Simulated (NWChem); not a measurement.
Molecule: MgHF; SMILES [F][MgH]

```xyz
3

Mg    -0.0009    -0.5924     0.0000
H     -0.0055    -2.2802     0.0000
F      0.0008     1.1687     0.0000
```
Atoms are numbered in this order, from 1.

Computed with NWChem. Pople sets run with spherical d functions. Structure relaxed at the PBE0/def2-SVP level. GIAO values for the isolated, static molecule; σ is the absolute isotropic shielding, δ = σ(reference) − σ with the isolated reference molecule computed at the same levels (19F: trichlorofluoromethane, 1H: tetramethylsilane).

Task: Estimate the computed values for Hartree-Fock/6-31G*. Quantities: σ Mg1 (ppm); δ H2 (ppm); δ F3 (ppm).

Result: 
```json
{
 "σ Mg1 (ppm)": "569.9",
 "δ H2 (ppm)": "5.40",
 "δ F3 (ppm)": "-120.3"
}
```
